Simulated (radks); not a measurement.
The numbers below are computed, except where a source is named.
Species: La+. Configuration: [Xe] 5d1 6s1 (not the ground configuration). Code: a radial shooting solver on a logarithmic mesh with Libxc functionals. Model: Dirac Kohn-Sham, LDA (Slater exchange, Perdew-Wang correlation), spin-unpolarised, spherical densities, finite nucleus; open shells fill j = l - 1/2 first; Fermi nuclear charge, rms radius 4.855 fm.

Radial electron density D(r) = 4 pi r^2 rho(r):

| r (bohr) | D(r) (e/bohr) |
|---|---|
| 0.002966 | 15.06 |
| 0.00402 | 23.21 |
| 0.005448 | 34.30 |
| 0.007383 | 47.89 |
| 0.01001 | 61.98 |
| 0.01356 | 72.77 |
| 0.01838 | 76.03 |
| 0.02491 | 71.37 |
| 0.03376 | 66.63 |
| 0.04575 | 73.67 |
| 0.062 | 91.14 |
| 0.08403 | 96.66 |
| 0.1148 | 79.51 |
| 0.1556 | 72.35 |
| 0.2109 | 83.73 |
| 0.2858 | 67.02 |
| 0.3873 | 33.88 |
| 0.5249 | 32.35 |
| 0.7114 | 31.21 |
| 0.9641 | 15.66 |
| 1.307 | 8.686 |
| 1.771 | 6.194 |
| 2.4 | 2.760 |
| 3.252 | 0.9645 |
| 4.408 | 0.3910 |
| 5.974 | 0.1017 |
| 8.096 | 0.009659 |
| 10.97 | 0.0002395 |

D(r) has 4 maxima, at r = 0.0177, 0.0776, 0.218, 0.606 bohr, and minima at 0.0340, 0.145, 0.447 bohr, inside which lie 2.01, 11.23, 28.97 electrons.
